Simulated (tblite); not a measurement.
A geometry optimisation, step by step.

Species: C₆H₁₂BrFSi.
Atom-mapped SMILES: `[F:1][CH2:2][Si@H:3]([CH2:4][Br:5])[CH:6]1[CH2:7][CH2:8][CH2:9]1` (hydrogens: H10, H11 on C2; H12 on Si3; H13, H14 on C4; H15 on C6; H16, H17 on C7; H18, H19 on C8; H20, H21 on C9)

Computed with GFN2-xTB (tblite), gas phase: L-BFGS steps from a force-field or distance-geometry start until the largest atomic force falls under 0.01 eV/Å. 6 of its 169 geometries are shown.

Step 0: E = -801.2195 eV, largest atomic force 1.748 eV/Å
```
atom  x, y, z in Å  |  force x, y, z in eV/Å
F1     -3.169   -1.925   -0.603   -0.143   0.160  -0.336
C2     -2.210   -1.062   -1.060    0.828  -0.131  -0.681
Si3    -1.135   -0.390    0.348   -1.252  -0.772   0.944
C4     -1.664    1.401    0.555   -0.344   0.502  -0.577
Br5    -1.637    1.934    2.431   -0.097   0.107  -0.164
C6      0.581   -0.421   -0.270    0.098   0.146   0.528
C7      1.659   -0.841    0.727    0.830  -0.935  -0.127
C8      2.581    0.053   -0.099    0.137   0.201   0.354
C9      1.333    0.898   -0.320    0.591   0.874  -0.859
H10    -2.636   -0.206   -1.597   -0.501  -0.454  -0.086
H11    -1.539   -1.601   -1.775   -0.789   0.055   0.332
H12    -1.378   -1.166    1.567    0.018   0.011   0.007
H13    -2.686    1.503    0.125    0.665   0.452   0.603
H14    -0.936    2.041    0.023   -0.699   0.010   0.304
H15     0.709   -0.953   -1.215    0.040  -0.012   0.128
H16     1.903   -1.914    0.726   -0.100   0.382   0.520
H17     1.541   -0.375    1.731   -0.143  -0.810  -0.657
H18     3.389    0.524    0.444    0.481  -0.084  -0.351
H19     2.818   -0.452   -1.046    0.578   0.326   0.522
H20     1.175    1.530    0.584   -0.098  -0.262  -0.917
H21     1.292    1.439   -1.278   -0.099   0.234   0.512
```

Step 34: E = -801.9626 eV, largest atomic force 0.304 eV/Å
```
atom  x, y, z in Å  |  force x, y, z in eV/Å
F1     -3.305   -1.793   -0.521    0.021   0.042  -0.024
C2     -2.264   -1.082   -1.091   -0.074   0.017   0.024
Si3    -1.165   -0.335    0.310   -0.249  -0.058  -0.165
C4     -1.807    1.455    0.595    0.041  -0.046  -0.015
Br5    -1.355    1.977    2.420    0.057   0.078   0.065
C6      0.632   -0.414   -0.306    0.022   0.027   0.034
C7      1.734   -0.937    0.640    0.124  -0.040   0.016
C8      2.689    0.125    0.081   -0.025  -0.005   0.016
C9      1.466    0.873   -0.461    0.094   0.091  -0.016
H10    -2.734   -0.320   -1.721    0.064  -0.094  -0.029
H11    -1.727   -1.793   -1.726   -0.057   0.079   0.041
H12    -1.458   -1.095    1.526    0.092  -0.029   0.035
H13    -2.889    1.538    0.517    0.035  -0.050   0.028
H14    -1.355    2.207   -0.047    0.012  -0.036  -0.040
H15     0.657   -0.976   -1.244    0.067  -0.002   0.022
H16     2.050   -1.967    0.509   -0.073  -0.135  -0.009
H17     1.490   -0.772    1.687    0.035   0.030  -0.002
H18     3.315    0.657    0.799   -0.063  -0.062  -0.087
H19     3.312   -0.270   -0.727   -0.051   0.063   0.168
H20     1.150    1.655    0.223   -0.028   0.082   0.034
H21     1.555    1.283   -1.462   -0.043   0.050  -0.095
```

Step 67: E = -802.0366 eV, largest atomic force 0.053 eV/Å
```
atom  x, y, z in Å  |  force x, y, z in eV/Å
F1     -3.518   -1.469   -0.501   -0.021   0.025   0.008
C2     -2.337   -1.086   -1.104    0.007  -0.004  -0.012
Si3    -1.148   -0.392    0.240   -0.045   0.010  -0.009
C4     -1.768    1.379    0.624    0.016   0.013   0.049
Br5    -0.817    2.091    2.181   -0.028  -0.029  -0.019
C6      0.650   -0.409   -0.384   -0.008  -0.014  -0.002
C7      1.711   -0.956    0.596    0.011  -0.006   0.017
C8      2.640    0.207    0.227    0.008  -0.005   0.015
C9      1.471    0.897   -0.485    0.017  -0.007  -0.002
H10    -2.613   -0.371   -1.882    0.033   0.026   0.006
H11    -1.938   -1.979   -1.586    0.011  -0.040   0.000
H12    -1.341   -1.195    1.454    0.036   0.009  -0.021
H13    -2.821    1.394    0.890   -0.029   0.007   0.003
H14    -1.599    2.088   -0.182    0.008   0.014  -0.008
H15     0.713   -0.951   -1.330   -0.013  -0.011  -0.024
H16     2.075   -1.959    0.385    0.021   0.013   0.005
H17     1.387   -0.910    1.633    0.021  -0.011   0.026
H18     3.065    0.752    1.066    0.013   0.003   0.005
H19     3.442   -0.082   -0.449   -0.015  -0.018  -0.007
H20     1.068    1.716    0.103   -0.015   0.012  -0.027
H21     1.671    1.250   -1.495   -0.029   0.013  -0.001
```

Step 101: E = -802.0628 eV, largest atomic force 0.044 eV/Å
```
atom  x, y, z in Å  |  force x, y, z in eV/Å
F1     -3.624   -0.912   -0.740   -0.013  -0.004   0.004
C2     -2.309   -1.066   -1.130    0.008   0.040  -0.017
Si3    -1.146   -0.447    0.270   -0.010   0.026  -0.008
C4     -1.773    1.310    0.697   -0.003   0.001   0.008
Br5    -0.867    1.973    2.298    0.007  -0.023  -0.011
C6      0.650   -0.446   -0.359    0.003   0.001   0.002
C7      1.746   -0.918    0.621    0.007  -0.003   0.009
C8      2.632    0.252    0.177    0.004  -0.001  -0.005
C9      1.422    0.884   -0.521    0.005  -0.003  -0.008
H10    -2.199   -0.504   -2.062   -0.004  -0.012   0.001
H11    -2.174   -2.126   -1.349    0.007  -0.009   0.007
H12    -1.328   -1.284    1.462    0.007   0.000  -0.009
H13    -2.835    1.317    0.928    0.000   0.005   0.000
H14    -1.581    2.046   -0.083   -0.008  -0.011   0.005
H15     0.719   -1.018   -1.287   -0.006  -0.012   0.006
H16     2.138   -1.917    0.445    0.002   0.001   0.012
H17     1.446   -0.836    1.663   -0.004  -0.002   0.009
H18     3.079    0.838    0.977   -0.007   0.011  -0.003
H19     3.413   -0.052   -0.517   -0.004   0.007  -0.012
H20     1.005    1.707    0.054    0.002  -0.016  -0.002
H21     1.575    1.216   -1.546    0.006   0.004   0.010
```

Step 134: E = -802.0691 eV, largest atomic force 0.027 eV/Å
```
atom  x, y, z in Å  |  force x, y, z in eV/Å
F1     -3.627   -0.786   -0.870    0.006   0.007   0.001
C2     -2.309   -1.034   -1.198    0.003  -0.021   0.014
Si3    -1.163   -0.476    0.241   -0.009   0.002   0.002
C4     -1.751    1.264    0.772   -0.006  -0.008  -0.010
Br5    -0.765    1.786    2.377   -0.008   0.018  -0.003
C6      0.649   -0.466   -0.337   -0.011  -0.012   0.004
C7      1.729   -0.833    0.704   -0.003   0.005   0.000
C8      2.624    0.275    0.136    0.002   0.005  -0.006
C9      1.403    0.862   -0.582   -0.009  -0.004   0.005
H10    -2.124   -0.513   -2.139    0.002   0.027  -0.004
H11    -2.236   -2.108   -1.380    0.006   0.021   0.001
H12    -1.368   -1.369    1.391    0.004   0.001  -0.017
H13    -2.805    1.289    1.040    0.021  -0.009  -0.002
H14    -1.560    2.038    0.031   -0.009   0.002   0.015
H15     0.761   -1.108   -1.214    0.003  -0.013  -0.004
H16     2.113   -1.850    0.656    0.008   0.013   0.010
H17     1.417   -0.618    1.724    0.000  -0.014  -0.003
H18     3.113    0.919    0.862   -0.014   0.005   0.001
H19     3.368   -0.110   -0.559    0.018   0.002  -0.010
H20     0.982    1.702   -0.035    0.001  -0.005   0.001
H21     1.540    1.154   -1.622   -0.006  -0.023   0.004
```

Step 168: E = -802.0824 eV, largest atomic force 0.010 eV/Å
```
atom  x, y, z in Å  |  force x, y, z in eV/Å
F1     -3.607   -0.656   -0.923    0.004  -0.003  -0.003
C2     -2.288   -0.879   -1.270    0.001  -0.003   0.001
Si3    -1.160   -0.540    0.248    0.002   0.001  -0.002
C4     -1.728    1.172    0.888    0.004  -0.001  -0.002
Br5    -0.637    1.726    2.411    0.000   0.000   0.003
C6      0.663   -0.573   -0.291   -0.004   0.004  -0.006
C7      1.740   -0.748    0.802   -0.010  -0.002   0.000
C8      2.585    0.336    0.122   -0.002  -0.004   0.007
C9      1.369    0.734   -0.723    0.002  -0.002   0.000
H10    -2.082   -0.227   -2.122    0.001  -0.005   0.003
H11    -2.230   -1.915   -1.606    0.002   0.005   0.002
H12    -1.430   -1.523    1.305   -0.002  -0.004   0.000
H13    -2.755    1.147    1.246    0.005   0.005   0.000
H14    -1.640    1.965    0.148    0.006   0.003   0.003
H15     0.801   -1.333   -1.064   -0.002  -0.004   0.003
H16     2.186   -1.738    0.873    0.000   0.004  -0.005
H17     1.399   -0.446    1.789    0.001  -0.001   0.001
H18     2.983    1.108    0.776   -0.003   0.003   0.001
H19     3.395   -0.076   -0.477    0.001   0.004   0.001
H20     0.887    1.632   -0.343    0.001  -0.002  -0.005
H21     1.539    0.852   -1.791   -0.007   0.003   0.000
```

Problem. Summarise the path.

Solution. The energy falls by 19.90 kcal/mol from step 0 to step 168; nine tenths of that is first reached at step 41. It falls at every step. The largest force goes from 1.748 to 0.010 eV/Å. Among the bonds Si3–C6 changes most, from 1.825 to 1.901 Å; the atoms move by 0.699 Å rms after alignment.

Problem. Follow the three bonds and two angles with the largest change from start to end.

Solution. 
```json
{"step": "0", "E above end (kcal/mol)": "19.90", "largest force (eV/Å)": "1.748", "Si3–C6 (Å)": "1.825", "Si3–C4 (Å)": "1.880", "C6–C9 (Å)": "1.519", "H18–C8–H19 (°)": "118.1", "H16–C7–H17 (°)": "115.6"}
{"step": "7", "E above end (kcal/mol)": "7.54", "largest force (eV/Å)": "0.329", "Si3–C6 (Å)": "1.881", "Si3–C4 (Å)": "1.918", "C6–C9 (Å)": "1.539", "H18–C8–H19 (°)": "109.1", "H16–C7–H17 (°)": "108.3"}
{"step": "15", "E above end (kcal/mol)": "5.02", "largest force (eV/Å)": "0.161", "Si3–C6 (Å)": "1.905", "Si3–C4 (Å)": "1.922", "C6–C9 (Å)": "1.542", "H18–C8–H19 (°)": "109.1", "H16–C7–H17 (°)": "109.7"}
{"step": "22", "E above end (kcal/mol)": "3.96", "largest force (eV/Å)": "0.161", "Si3–C6 (Å)": "1.911", "Si3–C4 (Å)": "1.921", "C6–C9 (Å)": "1.545", "H18–C8–H19 (°)": "110.1", "H16–C7–H17 (°)": "108.6"}
{"step": "29", "E above end (kcal/mol)": "3.39", "largest force (eV/Å)": "0.173", "Si3–C6 (Å)": "1.909", "Si3–C4 (Å)": "1.918", "C6–C9 (Å)": "1.545", "H18–C8–H19 (°)": "108.5", "H16–C7–H17 (°)": "109.4"}
{"step": "37", "E above end (kcal/mol)": "2.35", "largest force (eV/Å)": "0.153", "Si3–C6 (Å)": "1.913", "Si3–C4 (Å)": "1.924", "C6–C9 (Å)": "1.549", "H18–C8–H19 (°)": "109.0", "H16–C7–H17 (°)": "109.2"}
{"step": "44", "E above end (kcal/mol)": "1.76", "largest force (eV/Å)": "0.110", "Si3–C6 (Å)": "1.905", "Si3–C4 (Å)": "1.915", "C6–C9 (Å)": "1.545", "H18–C8–H19 (°)": "108.8", "H16–C7–H17 (°)": "108.9"}
{"step": "51", "E above end (kcal/mol)": "1.46", "largest force (eV/Å)": "0.089", "Si3–C6 (Å)": "1.902", "Si3–C4 (Å)": "1.917", "C6–C9 (Å)": "1.544", "H18–C8–H19 (°)": "108.9", "H16–C7–H17 (°)": "108.5"}
{"step": "58", "E above end (kcal/mol)": "1.22", "largest force (eV/Å)": "0.076", "Si3–C6 (Å)": "1.901", "Si3–C4 (Å)": "1.914", "C6–C9 (Å)": "1.545", "H18–C8–H19 (°)": "108.9", "H16–C7–H17 (°)": "108.8"}
{"step": "66", "E above end (kcal/mol)": "1.07", "largest force (eV/Å)": "0.059", "Si3–C6 (Å)": "1.904", "Si3–C4 (Å)": "1.914", "C6–C9 (Å)": "1.546", "H18–C8–H19 (°)": "108.9", "H16–C7–H17 (°)": "108.7"}
{"step": "73", "E above end (kcal/mol)": "0.98", "largest force (eV/Å)": "0.054", "Si3–C6 (Å)": "1.904", "Si3–C4 (Å)": "1.915", "C6–C9 (Å)": "1.546", "H18–C8–H19 (°)": "109.1", "H16–C7–H17 (°)": "108.7"}
{"step": "80", "E above end (kcal/mol)": "0.89", "largest force (eV/Å)": "0.057", "Si3–C6 (Å)": "1.904", "Si3–C4 (Å)": "1.917", "C6–C9 (Å)": "1.545", "H18–C8–H19 (°)": "109.3", "H16–C7–H17 (°)": "109.1"}
{"step": "88", "E above end (kcal/mol)": "0.67", "largest force (eV/Å)": "0.082", "Si3–C6 (Å)": "1.904", "Si3–C4 (Å)": "1.913", "C6–C9 (Å)": "1.547", "H18–C8–H19 (°)": "108.6", "H16–C7–H17 (°)": "108.6"}
{"step": "95", "E above end (kcal/mol)": "0.51", "largest force (eV/Å)": "0.049", "Si3–C6 (Å)": "1.903", "Si3–C4 (Å)": "1.910", "C6–C9 (Å)": "1.547", "H18–C8–H19 (°)": "109.0", "H16–C7–H17 (°)": "108.6"}
{"step": "102", "E above end (kcal/mol)": "0.45", "largest force (eV/Å)": "0.041", "Si3–C6 (Å)": "1.902", "Si3–C4 (Å)": "1.914", "C6–C9 (Å)": "1.547", "H18–C8–H19 (°)": "109.0", "H16–C7–H17 (°)": "108.8"}
{"step": "110", "E above end (kcal/mol)": "0.43", "largest force (eV/Å)": "0.017", "Si3–C6 (Å)": "1.902", "Si3–C4 (Å)": "1.913", "C6–C9 (Å)": "1.546", "H18–C8–H19 (°)": "109.0", "H16–C7–H17 (°)": "108.9"}
{"step": "117", "E above end (kcal/mol)": "0.42", "largest force (eV/Å)": "0.026", "Si3–C6 (Å)": "1.903", "Si3–C4 (Å)": "1.913", "C6–C9 (Å)": "1.546", "H18–C8–H19 (°)": "109.0", "H16–C7–H17 (°)": "108.9"}
{"step": "124", "E above end (kcal/mol)": "0.38", "largest force (eV/Å)": "0.034", "Si3–C6 (Å)": "1.903", "Si3–C4 (Å)": "1.913", "C6–C9 (Å)": "1.546", "H18–C8–H19 (°)": "109.0", "H16–C7–H17 (°)": "108.9"}
{"step": "131", "E above end (kcal/mol)": "0.32", "largest force (eV/Å)": "0.039", "Si3–C6 (Å)": "1.902", "Si3–C4 (Å)": "1.911", "C6–C9 (Å)": "1.547", "H18–C8–H19 (°)": "109.3", "H16–C7–H17 (°)": "109.0"}
{"step": "139", "E above end (kcal/mol)": "0.27", "largest force (eV/Å)": "0.061", "Si3–C6 (Å)": "1.902", "Si3–C4 (Å)": "1.912", "C6–C9 (Å)": "1.547", "H18–C8–H19 (°)": "109.1", "H16–C7–H17 (°)": "108.9"}
{"step": "146", "E above end (kcal/mol)": "0.20", "largest force (eV/Å)": "0.041", "Si3–C6 (Å)": "1.900", "Si3–C4 (Å)": "1.915", "C6–C9 (Å)": "1.546", "H18–C8–H19 (°)": "109.1", "H16–C7–H17 (°)": "108.9"}
{"step": "153", "E above end (kcal/mol)": "0.09", "largest force (eV/Å)": "0.066", "Si3–C6 (Å)": "1.900", "Si3–C4 (Å)": "1.915", "C6–C9 (Å)": "1.545", "H18–C8–H19 (°)": "109.1", "H16–C7–H17 (°)": "108.8"}
{"step": "161", "E above end (kcal/mol)": "0.01", "largest force (eV/Å)": "0.024", "Si3–C6 (Å)": "1.900", "Si3–C4 (Å)": "1.914", "C6–C9 (Å)": "1.546", "H18–C8–H19 (°)": "109.1", "H16–C7–H17 (°)": "108.8"}
{"step": "168", "E above end (kcal/mol)": "0.00", "largest force (eV/Å)": "0.010", "Si3–C6 (Å)": "1.901", "Si3–C4 (Å)": "1.914", "C6–C9 (Å)": "1.547", "H18–C8–H19 (°)": "109.1", "H16–C7–H17 (°)": "108.8"}
```

What follows is the cost of the whole relaxation. Time: 7.1 s wall, 6.3 s CPU. Hardware: AMD EPYC, one thread, no GPU, shared host with 64 logical CPUs at a one-minute load of 60.
